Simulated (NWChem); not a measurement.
Program: NWChem. System: C2H6Si, charge 1, spin multiplicity 2, at the geometry of a parent with another charge or spin, in a state set for the comparison that need not be this species' ground state. Its SCF solution wasn't tested for a lower state. Level: UB2PLYP/def2-TZVP, 7 core orbitals frozen.

The NWChem input:

```
start mol
memory heap 200 mb stack 900 mb global 1100 mb
charge 1
geometry units angstroms nocenter noautoz
  Si     0.000000     0.000000    -0.754273
  C     -1.332630    -0.541789     0.497378
  H     -2.336139    -0.641828     0.057092
  H     -1.387243     0.082209     1.405844
  H     -1.026315    -1.554056     0.832707
  C      1.332630     0.541789     0.497378
  H      1.387243    -0.082209     1.405844
  H      1.026315     1.554056     0.832707
  H      2.336139     0.641828     0.057092
  symmetry group C2
end
basis spherical
  * library def2-tzvp
end
dft
  xc hfexch 0.53 becke88 0.47 lyp 0.73 mp2 0.27
  dftmp2
  odft
  mult 2
  semidirect memsize 60000000 filesize 0
  iterations 100
end
mp2
  freeze core 7
end
task dft energy
```

NWChem printed:

```
             Northwest Computational Chemistry Package (NWChem) 7.3.0
             --------------------------------------------------------

                                NWChem Input Module
                                -------------------

 Scaling coordinates for geometry "geometry" by  1.889725989
 (inverse scale =  0.529177249)

 Turning off AUTOSYM since
 SYMMETRY directive was detected!

                             Geometry "geometry" -> ""
                             -------------------------

 Output coordinates in angstroms (scale by  1.889725989 to convert to a.u.)

  No.       Tag          Charge          X              Y              Z
 ---- ---------------- ---------- -------------- -------------- --------------
    1 Si                  14.0000     0.00000000     0.00000000    -0.75427300
    2 C                    6.0000    -1.33263000    -0.54178900     0.49737800
    3 H                    1.0000    -2.33613900    -0.64182800     0.05709200
    4 H                    1.0000    -1.38724300     0.08220900     1.40584400
    5 H                    1.0000    -1.02631500    -1.55405600     0.83270700
    6 C                    6.0000     1.33263000     0.54178900     0.49737800
    7 H                    1.0000     1.38724300    -0.08220900     1.40584400
    8 H                    1.0000     1.02631500     1.55405600     0.83270700
    9 H                    1.0000     2.33613900     0.64182800     0.05709200

 Effective nuclear repulsion energy (a.u.)      97.0540827976

            Nuclear Dipole moment (a.u.)
            ----------------------------
        X                 Y               Z
 ---------------- ---------------- ----------------
     0.0000000000     0.0000000000     0.0000000000

      Symmetry information
      --------------------

 Group name             C2
 Group number              4
 Group order               2
 No. of unique centers     5

      Symmetry unique atoms

     1    2    3    4    5


 Summary of "ao basis" -> "" (spherical)
 ------------------------------------------------------------------------------
       Tag                 Description            Shells   Functions and Types
 ---------------- ------------------------------  ------  ---------------------
 *                         def2-tzvp                  on all atoms

  dft_input: which_mp2 not specified, using semidirect MP2 by default.

                                 NWChem DFT Module
                                 -----------------

 Summary of "ao basis" -> "ao basis" (spherical)
 ------------------------------------------------------------------------------
       Tag                 Description            Shells   Functions and Types
 ---------------- ------------------------------  ------  ---------------------
 Si                        def2-tzvp                13       37   5s5p2d1f
 C                         def2-tzvp                11       31   5s3p2d1f
 H                         def2-tzvp                 4        6   3s1p

 Summary of "ao basis" -> "ao basis" (spherical)
 ------------------------------------------------------------------------------
       Tag                 Description            Shells   Functions and Types
 ---------------- ------------------------------  ------  ---------------------
 Si                        def2-tzvp                13       37   5s5p2d1f
 C                         def2-tzvp                11       31   5s3p2d1f
 H                         def2-tzvp                 4        6   3s1p
[...]
 overlap   0.999  0.979  0.978  1.000  0.999  0.995  0.999  0.999  0.999  0.991

   alpha     81     82     83     84     85     86     87     88     89     90
    beta     81     82     83     84     85     86     87     88     89     90
 overlap   0.991  1.000  1.000  1.000  1.000  0.999  0.999  1.000  1.000  1.000

   alpha     91     92     93     94     95     96     97     98     99    100
    beta     91     92     93     94     95     96     97     98     99    100
 overlap   0.999  0.999  0.999  0.999  1.000  1.000  1.000  0.998  0.998  1.000

   alpha    101    102    103    104    105    106    107    108    109    110
    beta    101    102    103    104    105    106    107    108    109    110
 overlap   1.000  1.000  1.000  1.000  1.000  1.000  0.999  1.000  1.000  1.000

   alpha    111    112    113    114    115    116    117    118    119    120
    beta    111    113    112    114    115    116    117    118    120    119
 overlap   0.999  0.998  0.999  0.999  0.999  0.999  1.000  0.999  1.000  0.999

   alpha    121    122    123    124    125    126    127    128    129    130
    beta    121    122    123    124    125    126    127    128    129    130
 overlap   1.000  1.000  1.000  1.000  1.000  1.000  1.000  1.000  1.000  1.000

   alpha    131    132    133    134    135
    beta    131    132    133    134    135
 overlap   1.000  1.000  1.000  1.000  1.000

     --------------------------
     Expectation value of S2:
     --------------------------
      <S2> =      0.7563 (Exact =     0.7500)

 center of mass
 --------------
 x =  -0.00000000 y =   0.00000000 z =  -0.14779255

 moments of inertia (a.u.)
 ------------------
         141.570955596476         -83.332062341931          -0.000000000000
         -83.332062341931         308.937884669118          -0.000000000000
          -0.000000000000          -0.000000000000         258.477490052381

     Multipole analysis of the density
     ---------------------------------

     L   x y z        total         alpha         beta         nuclear
     -   - - -        -----         -----         ----         -------
     0   0 0 0      1.000000    -16.000000    -15.000000     32.000000

     1   1 0 0      0.000000     -0.000000      0.000000      0.000000
     1   0 1 0      0.000000     -0.000000      0.000000      0.000000
     1   0 0 1     -0.497344      0.614371     -1.111715      0.000000

     2   2 0 0    -14.143782    -76.419824    -74.072389    136.348430
     2   1 1 0      0.936769    -25.877960    -25.410888     52.225617
     2   1 0 1     -0.000000     -0.000000     -0.000000     -0.000000
     2   0 2 0    -15.342707    -24.772175    -23.388638     32.818106
     2   0 1 1      0.000000      0.000000     -0.000000      0.000000
     2   0 0 2    -14.426837    -40.201688    -32.361085     58.135937

                   NWChem MP2 Semi-direct Energy/Gradient Module
                   ---------------------------------------------

  Basis functions       =    135
  Molecular orbitals    =    135
  Frozen core           =      7
  Frozen virtuals       =      0
  Active alpha occupied =      9
  Active beta occupied  =      8
  Active alpha virtual  =    119
  Active beta virtual   =    120
  Use MO symmetry       = T
  Use skeleton AO sym   = T

  AO/Fock/Back tols     =   1.0D-09  1.0D-09  1.0D-09

 GA uses MA = F    GA memory limited = T

 Available:
  local mem=  4.43D+07
 global mem=  1.44D+08
 local disk=  0.00D+00
  mp2_memr nvloc                   119
  nvloc new                   119
   1 passes of   9:        5242880                      90707                  32989530.
   1 passes of   9: M     44318403           G      144142750           F      39075523.

 Semi-direct pass number   1 of   1  for UHF alpha       at       16.7s
  vrange nnbf                  9051
  mp2_eaftype                   125  avail_ma_in_mb                   386
 EAF : mp2_eaftype filesize         125   16494765.
  mp2_eaf for mointskh                    125
Node 0 wrote     77.5 Mb in      0.3 s     Agg I/O rate:   267.6 Mb/s
 Done moints_semi at       32.8s
  mp2_eaftype                   125  avail_ma_in_mb                   386
 EAF : mp2_eaftype filesize         125   16494765.
  mp2_eaf for kh                   125
 Done maket at       33.5s
 Done multipass loop at       33.5s

 GA uses MA = F    GA memory limited = T

 Available:
  local mem=  4.43D+07
 global mem=  1.44D+08
 local disk=  0.00D+00
  mp2_memr nvloc                   120
  nvloc new                   120
   1 passes of   8:        5242880                      85159                  29573683.
   1 passes of   8: M     44318403           G      144142750           F      39075523.

 Semi-direct pass number   1 of   1  for UHF beta        at       33.6s
  vrange nnbf                  9051
  mp2_eaftype                   112  avail_ma_in_mb                   386
 EAF : mp2_eaftype filesize         112   14786841.
  mp2_eaf for mointskh                    112
Node 0 wrote     69.5 Mb in      0.2 s     Agg I/O rate:   386.2 Mb/s
 Done moints_semi at       48.5s
  mp2_eaftype                   112  avail_ma_in_mb                   386
 EAF : mp2_eaftype filesize         112   14786841.
  mp2_eaf for kh                   112
 Done maket at       49.1s
 Done multipass loop at       49.1s

          -------------------------------------------
          DFT energy                    -368.660676935677
          Unscaled MP2 energy             -0.508456273282
          Total DFT+MP2 energy          -368.797960129463
          -------------------------------------------

 -----------------------
 Performance information
 -----------------------

 Timer overhead =  2.41D-07 seconds/call

               Nr. of calls         CPU time (s)                 Wall time (s)                GFlops
             ---------------    -------------------     ------------------------------   -------------------
Name         Min   Avg   Max    Min     Avg     Max     Min     Avg     Max   Mx/calls   Min     Max     Sum
mp2: moin     2     2     2    31.     31.     31.      31.     31.     31.     15.      0.0     0.0     0.0
mp2: make     2     2     2    1.4     1.4     1.4      1.4     1.4     1.4    0.70      0.0     0.0     0.0
mp2: tota     1     1     1    33.     33.     33.      33.     33.     33.     33.      0.0     0.0     0.0

 The average no. of pstat calls per process was 5.00D+00
 with a timing overhead of 1.21D-06s

 Task  times  cpu:       49.1s     wall:       49.1s

 Total times  cpu:       49.2s     wall:       49.2s
```
